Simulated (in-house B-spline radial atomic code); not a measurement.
Inner levels of nickel as electrons are removed. A shift is the extra binding of the orbital against the neutral atom ([Ar] 3d8 4s2). The density at the nucleus is averaged over the nuclear charge. Computed with an all-electron radial atomic-structure program (B-spline basis): Dirac-Hartree-Fock, average of the configuration, finite nuclei.

| ion | configuration | shift of 1s1/2 (eV) | radius of 1s1/2 (bohr) | Σ<r²> (bohr²) | change of density at nucleus (bohr⁻³) |
| --- | --- | --- | --- | --- | --- |
| Ni20+ | [He] 2s2 2p4 | 971.52 | 0.053895 | 0.33699 | -52.169 |
| Ni21+ | [He] 2s2 2p3 | 1122.77 | 0.053827 | 0.2784 | 17.237 |
| Ni22+ | [He] 2s2 2p2 | ? | ? | ? | ? |
| Ni23+ | [He] 2s2 2p1 | 1438.21 | 0.05368 | 0.17244 | 163.58 |
| Ni24+ | [He] 2s2 | 1602.34 | 0.053601 | 0.12447 | 240.54 |
| Ni25+ | [He] 2s1 | 1747.1 | 0.053591 | 0.064822 | -728.19 |
| Ni26+ | 1s2 | ? | ? | ? | ? |
| Ni27+ | 1s1 | 2373.56 | 0.052818 | 0.003733 | -10312.7 |

(1) Fill in the row of Ni22+.

(2) Fill in the row of Ni26+.

Answers

(1) shift of 1s1/2 (eV): 1278.34; radius of 1s1/2 (bohr): 0.053756; Σ<r²> (bohr²): 0.22365; change of density at nucleus (bohr⁻³): 89.15.

(2) shift of 1s1/2 (eV): 1894.55; radius of 1s1/2 (bohr): 0.05355; Σ<r²> (bohr²): 0.0076871; change of density at nucleus (bohr⁻³): -1744.87.
